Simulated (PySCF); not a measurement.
Input of a run (PBE0-D3(BJ)/def2-SVP geometry optimisation, gas phase (PySCF 2.14.0)), started from GFN2-xTB:
```
{"job": {"xc": "PBE0", "basis": "def2-SVP", "d3": "d3bj", "grid": 1, "shake": 0.01, "kind": "geom"}, "charge": 0, "multiplicity": 1}
C     -1.133110     1.337120     0.421610
P     -0.018190    -0.008220     0.004100
C     -1.095920    -1.155200    -0.944180
C      0.226840    -0.856350     1.604290
Al     2.116820     0.672140    -1.148450
Cl     1.300040     1.555660    -2.811000
Cl     2.875110     1.913720     0.322080
Cl     2.980640    -1.175760    -1.348460
H     -0.643840     2.069250     1.093410
H     -1.429640     1.879880    -0.488880
H     -2.057850     0.980600     0.916880
H     -1.970830    -1.393530    -0.366400
H     -0.543720    -2.052320    -1.152490
H     -1.362050    -0.685830    -1.875190
H      0.729200    -0.215370     2.290110
H     -0.774750    -1.104620     2.042010
H      0.784750    -1.749340     1.450730
```

Output (energies in Eh, forces in Eh/bohr):
```
step   0  E = -2082.85969620  max force = 0.038995
step   1  E = -2082.87096884  max force = 0.007065
step   2  E = -2082.87145126  max force = 0.002290
step   3  E = -2082.87148338  max force = 0.001692
step   4  E = -2082.87146215  max force = 0.001076
step   5  E = -2082.87145613  max force = 0.000543
step   6  E = -2082.87145916  max force = 0.000661
step   7  E = -2082.87146429  max force = 0.000620
step   8  E = -2082.87146966  max force = 0.000551
step   9  E = -2082.87147492  max force = 0.000485
step  10  E = -2082.87148273  max force = 0.000379
optimisation converged
```

Task: Summarise the run.

Result: The energy falls by 30.9 kJ/mol over 11 energy and gradient evaluations, the largest force component goes from 0.0390 to 3.8e-04 Eh/bohr, and the atoms move by 0.119 Å rms after alignment. The bond that changes most is P2–Al5 (ends: phosphorus bonded to Al and 3 C; aluminium bonded to 3 Cl and P), which shortens by 0.128 Å. Bonds longer at the end by more than 0.005 Å: 9 of 16; shorter: 6. Among the angles that change most is C1–P2–Al5, from 115.5° to 110.0°. The energy rose by more than 1e-6 Eh at steps 4 and 5. The first step brought 96 % of the lowering.

Task: What are the final bond lengths?

Result: C1–P2 1.817 Å, P2–C3 1.817 Å, P2–C4 1.817 Å, P2–Al5 2.392 Å, Al5–Cl6 2.129 Å, Al5–Cl7 2.128 Å, Al5–Cl8 2.124 Å, C1–H9 1.100 Å, C1–H10 1.100 Å, C1–H11 1.100 Å, C3–H12 1.100 Å, C3–H13 1.100 Å, C3–H14 1.100 Å, C4–H15 1.100 Å, C4–H16 1.100 Å, C4–H17 1.100 Å. Numbering counts from 1 in the input's order; the species is `C[P+](C)(C)[Al-]([Cl])([Cl])[Cl]` ([AlCl3(PMe3)]).

The run used 177 basis functions and 59 SCF cycles in all. Hardware: Arm Neoverse V2, one thread, shared host with 48 logical CPUs at a one-minute load of 12. Cost: 3.1 min wall, 0.80 GiB resident at most.

No PBE0-D3(BJ)/def2-SVP frequencies stand behind this structure, so it isn't proved a minimum.

Shape of the structure used: `[CH3:1][P+:2]([CH3:3])([CH3:4])[Al-:5]([Cl:6])([Cl:7])[Cl:8]`: C1–P2–Al5–Cl6 -61°.
